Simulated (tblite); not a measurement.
`CCC1=CSC(=S)O1`. Structure optimised with GFN2-xTB, isolated species.

```
atom  x, y, z in Å
C1    -1.8608   -0.5027    0.4492
C2    -1.0720    0.2115   -0.6500
C3     0.3698    0.3084   -0.2821
C4     1.0880    1.3866    0.0601
S5     2.7310    0.9563    0.4453
C6     2.3401   -0.7381    0.1124
S7     3.3588   -1.9955    0.2202
O8     1.0646   -0.8602   -0.2516
H9    -1.4715   -1.5066    0.5976
H10   -1.7862    0.0436    1.3865
H11   -2.9082   -0.5729    0.1697
H12   -1.1580   -0.3523   -1.5810
H13   -1.4625    1.2164   -0.8083
H14    0.7662    2.4050    0.1100
```

(1) What is the longest distance between nuclei?

(2) Work out the bond lengths C1–H11, C2–H12, C2–H13, C4–S5, C4–H14, S5–C6, C6–O8 in Å.

(3) Give the dihedral angles C3–C4–S5–C6, C4–S5–C6–O8, H11–C1–C2–H12.

(4) Where is the centre of mass (commonest isotopes), and what is the radius of gyration?

(5) What are the angles H9–C1–H11, C2–C1–H9, C1–C2–H12, C3–C2–H12, C3–C4–H14, S5–C6–O8?

(6) How far apart are these pairs, which share no bond: C4···S7, C4···H10, O8···H10, H13···H14?

(7) How far are the heavy atoms from their best plane (unweighted least squares)?

(8) What is the repulsion energy of the bare nuclei, Σ ZA·ZB/RAB?

(9) Write the matrix of distances between heavy atoms (Å, lower triangle).

Answers

(1) S7···H11, 6.43 Å; the next longest distance is 5.88 Å.

(2) For C1–H11 the difference vector is (-1.0474, -0.0702, -0.2795) Å, of length 1.0863 Å. C1–H11 1.086; C2–H12 1.092; C2–H13 1.090; C4–S5 1.742; C4–H14 1.069; S5–C6 1.770; C6–O8 1.332 Å.

(3) C3–C4–S5–C6 0° (synperiplanar); C4–S5–C6–O8 0° (synperiplanar); H11–C1–C2–H12 -60° (synclinal). Dihedral signs follow IUPAC: positive where, seen along the central bond, the front bond turns clockwise onto the rear one.

(4) Mass 145.986 u; centre at (1.466, -0.259, 0.092) Å; Rg = √(Σ m r²/M) = 2.163 Å. As Ia + Ib + Ic = 2 Σ m r², the three principal moments sum to 1366.5 u·Å².

(5) From the scalar product of the two bond vectors; for H9–C1–H11 it is -0.3788 Å² over 1.0869 × 1.0863 Å², cos θ = -0.3208. H9–C1–H11 108.7°; C2–C1–H9 110.2°; C1–C2–H12 109.3°; C3–C2–H12 108.7°; C3–C4–H14 128.1°; S5–C6–O8 110.5°.

(6) C4···S7 4.077 Å (3 bonds apart); C4···H10 3.439 Å (4 bonds apart); O8···H10 3.410 Å (4 bonds apart); H13···H14 2.688 Å (4 bonds apart).

(7) 0.336 Å rms; C1 0.65, C2 0.51, C3 0.25, C4 0.04, S5 0.30, C6 0.00, S7 0.03, O8 0.27 Å (magnitudes).

(8) 504.68 Eh over 91 pairs, with full nuclear charges and distances in bohr; the largest single term is 44.77 Eh (S5 with S7).

(9) 
```
C1    0.000
C2    1.530  0.000
C3    2.484  1.491  0.000
C4    3.524  2.559  1.340  0.000
S5    4.818  4.027  2.554  1.742  0.000
C6    4.221  3.623  2.266  2.467  1.770  0.000
S7    5.434  5.026  3.807  4.077  3.026  1.622  0.000
O8    3.029  2.423  1.360  2.268  2.562  1.332  2.603  0.000
```

Its GFN2-xTB frequencies are all real (lowest 38 cm⁻¹). One conformer, not necessarily the lowest.

All values are computed, not measured.
